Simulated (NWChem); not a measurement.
# C3H4O2S; SMILES C#CS(C)(=O)=O

All runs: NWChem. Medium grid unless said otherwise, to which SCAN and Minnesota functionals are sensitive. Geometry: optimised at B3LYP/6-31G* (spherical d).

For level LDA (Slater exchange, VWN5)/def2-SVP:

```yaml
highest occupied level (eV): -7.13
orbital gap (eV): 5.23
dipole (D): 4.18
```

### Question
What are these values for level M06/def2-SVP?

### Answer
| Property | Result |
|---|---|
| highest occupied level (eV) | -8.64 |
| orbital gap (eV) | 7.87 |
| dipole (D) | 4.57 |
